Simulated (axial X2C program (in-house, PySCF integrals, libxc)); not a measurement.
VP: from the spin-free to the two-component result

Calculated with an in-house relativistic program for diatomic molecules. Spin-free means the one-electron spin-free X2C Hamiltonian; two-component (2c) means X2C with spin–orbit coupling and atomic mean-field two-electron Coulomb and Gaunt terms, so the difference of the two also holds small scalar two-electron terms. Basis: V dyall-cv3z [10s10p6d4f2g], P dyall-v3z [8s7p2d1f] (cores contracted in-house); Gaussian nuclei, density fitting, unrestricted open shells. Masses: V 50.944 u, P 30.974 u.

Spin-free state: M_S = 1, Λ = 2 (beyond evenly filled blocks: σα, δ+α); fragments V + P.

```
level  Re (Å)  ωe (cm⁻¹)  De (eV)  μ (D)
 PBE0   2.153      384.3      n/a  -4.36
  M06   2.107      439.4    2.863  -3.53
```

Dipoles are positive if P is the positive end.

Two-component determinant lowest at the distance of the search:

Ω = 1 (⟨Sz⟩ = -1.00, ⟨Lz⟩ = 2.00 at PBE0); fragments V + P.

```
level  Re (Å)  ωe (cm⁻¹)  μ (D)
 PBE0   2.153      384.0  -4.36
  M06   2.107      438.9  -3.53
```

(1) From the two tables, how do the constants change at the PBE0 level (2c against spin-free)?

Occupations by symmetry block were frozen at the best pattern of an incomplete PBE0 search. De is counted from the lowest determinant-based energies of the atoms at the same level, without counterpoise correction. De is not given where an atomic determinant may have missed its ground term or J level, or where the truncated virtual space spoils (T). Density functionals use the spin component along the axis (collinear). PBE0 can misorder states that lie within some tenths of an eV, so this need not be the ground state of the molecule. The nearest other spin-free determinant of the search, M_S = 1, Λ = 0, lies 0.33 eV up at the distance of the search. The functionals have no current-density term, which raises determinants with orbital currents, atoms included. With several unpaired electrons one determinant need not be a pure state. The determinant is spin-polarised beyond a pure state at some levels (its spin-free form has ⟨S²⟩ too high), which makes Re and μ there less reliable.

Answers

(1) At the PBE0 level Re is unchanged within 0.001 Å and ωe goes down by 0.3 cm⁻¹.
